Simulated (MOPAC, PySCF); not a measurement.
C3H5Cl, SMILES `C1(Cl)CC1`, neutral singlet in the gas phase. 

Cartesian coordinates (Å):
SMILES: C1(CC1)Cl
```xyz
9

Cl     2.0401    -0.3917    -0.9400
C      0.7005    -0.3419     0.2143
C     -0.6993    -0.4869    -0.2866
C     -0.2059     0.8453     0.2281
H      0.9819    -0.8070     1.1482
H     -1.3901    -1.0610     0.3185
H     -0.8339    -0.5858    -1.3554
H     -0.0171     1.6196    -0.5033
H     -0.5536     1.1981     1.1913
```
Charge 0, spin multiplicity 1.

All levels are single points at this geometry (TPSSh-D3(BJ)/def2-TZVP); Pople sets use spherical d functions. Orbital energies aren't observables, and empty levels follow the basis.

```csv
level,HOMO (eV),LUMO (eV),gap (eV),dipole (D),"vertical IE, Delta-SCF (eV)"
TPSSh-D3(BJ)/def2-TZVP in PySCF,-7.04,0.35,7.40,1.97,–
B3LYP/3-21G in PySCF,-7.48,1.03,8.51,2.21,–
B3LYP/6-311+G** in PySCF,-7.61,0.14,7.75,2.02,–
B3LYP/6-31G* in PySCF,-7.37,0.87,8.24,2.02,9.97
PBE/6-31G* in PySCF,-6.26,-0.02,6.24,1.98,9.72
PM7 in MOPAC,-10.74,0.77,11.52,2.07,–
```
